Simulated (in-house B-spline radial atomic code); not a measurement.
Ionisation energies along the 24-electron series, configuration 1s2 2s2 2p6 3s2 3p6 3d3/2(4) 3d5/2(2), as differences of self-consistent energies. Dirac energy differences include first-order Breit, QED and recoil terms. NIST's values go from ground level to ground level; the uncertainty of those that are theory runs from under 0.1 % in few-electron ions to several per cent in heavy many-electron ones. Computed with a B-spline radial code for spherical atoms: Dirac-Hartree-Fock, jj configuration that fills j = l - 1/2 first, finite nuclei.

A number in brackets counts the electrons of a j subshell.

```tsv
ion	configuration after	ionisation energy (eV)	IE/(q+1)² (eV)	-ε less Coulomb ΔSCF (eV)	Breit and QED recoil part (eV)	tabulated value (eV)	tabulated kind	computed minus tabulated (eV)
Nb17+	[Ar] 3d3/2(4) 3d5/2(1)	693.3	2.1398	2.7877	-0.035515	688	tabulated theory	5.3
Mo18+	[Ar] 3d3/2(4) 3d5/2(1)	762.3	2.1116	2.7925	-0.051825	758	tabulated theory	4.3
Tc19+	[Ar] 3d3/2(4) 3d5/2(1)	?	?	?	?	?	tabulated theory	?
Ru20+	[Ar] 3d3/2(4) 3d5/2(1)	909.4	2.0621	2.8011	-0.090786	905	tabulated theory	4.4
Rh21+	[Ar] 3d3/2(4) 3d5/2(1)	987.5	2.0403	2.8049	-0.11362	984	tabulated theory	3.5
Pd22+	[Ar] 3d3/2(4) 3d5/2(1)	1068.6	2.0201	2.8084	-0.1388	1065	tabulated theory	3.6
Ag23+	[Ar] 3d3/2(4) 3d5/2(1)	1152.8	2.0014	2.8117	-0.16644	1149	tabulated theory	3.8
Cd24+	[Ar] 3d3/2(4) 3d5/2(1)	1240.0	1.9841	2.8148	-0.19658	1237	tabulated theory	3.0
In25+	[Ar] 3d3/2(4) 3d5/2(1)	?	?	?	?	?	tabulated theory	?
Sn26+	[Ar] 3d3/2(4) 3d5/2(1)	?	?	?	?	?	tabulated theory	?
Sb27+	[Ar] 3d3/2(4) 3d5/2(1)	1519.9	1.9386	2.8227	-0.30336	1518	tabulated theory	1.9
Te28+	[Ar] 3d3/2(4) 3d5/2(1)	1619.2	1.9253	2.8249	-0.34462	1618	tabulated theory	1.2
I29+	[Ar] 3d3/2(4) 3d5/2(1)	1721.6	1.9129	2.827	-0.38902	1720	tabulated theory	1.6
Xe30+	[Ar] 3d3/2(4) 3d5/2(1)	1827.0	1.9011	2.8289	-0.43647	1826	tabulated theory	1.0
```

Question: Fill in the row of Tc19+.

Answer: ionisation energy (eV): 834.3; IE/(q+1)² (eV): 2.0858; -ε less Coulomb ΔSCF (eV): 2.7969; Breit and QED recoil part (eV): -0.070239; tabulated value (eV): 829; computed minus tabulated (eV): 5.3.

Question: Fill in the row of In25+.

Answer: ionisation energy (eV): 1330.3; IE/(q+1)² (eV): 1.9679; -ε less Coulomb ΔSCF (eV): 2.8176; Breit and QED recoil part (eV): -0.22941; tabulated value (eV): 1328; computed minus tabulated (eV): 2.3.

Question: Fill in the row of Sn26+.

Answer: ionisation energy (eV): 1423.6; IE/(q+1)² (eV): 1.9528; -ε less Coulomb ΔSCF (eV): 2.8202; Breit and QED recoil part (eV): -0.26495; tabulated value (eV): 1421; computed minus tabulated (eV): 2.6.
